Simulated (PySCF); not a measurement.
Ge(Me)3(OMe), SMILES [CH3][Ge]([CH3])([CH3])[O]C (GFN2-xTB optimised geometry):

```
18

C     -1.116     1.357    -1.007
O     -1.371     0.412     0.000
Ge    -0.799    -1.286     0.000
C     -1.515    -2.200    -1.627
C     -1.595    -1.926     1.695
C      1.199    -1.286     0.000
H     -1.539     1.051    -1.967
H     -0.044     1.530    -1.138
H     -1.586     2.293    -0.698
H     -1.316    -3.266    -1.582
H     -1.052    -1.805    -2.527
H     -2.589    -2.053    -1.698
H     -2.678    -1.888     1.641
H     -1.294    -2.949     1.900
H     -1.273    -1.297     2.519
H      1.586    -0.908    -0.943
H      1.574    -0.659     0.804
H      1.578    -2.293     0.143
```

Method: B3LYP/def2-SVP run with PySCF.

Question: What are the frontier orbital energies and the dipole moment?

Answer: HOMO-2 -8.24 eV, HOMO-1 -7.37 eV, HOMO -6.77 eV, LUMO 1.05 eV, LUMO+1 1.72 eV; dipole moment 1.41 D.

Meta-Löwdin charges at B3LYP/def2-SVP: C1 -0.06, O2 -0.59, Ge3 0.95, C4 -0.51, C5 -0.50, C6 -0.51, H7 0.08, H8 0.07, H9 0.10, H10 0.11, H11 0.10, H12 0.11, H13 0.11, H14 0.10, H15 0.11, H16 0.10, H17 0.11, H18 0.11.
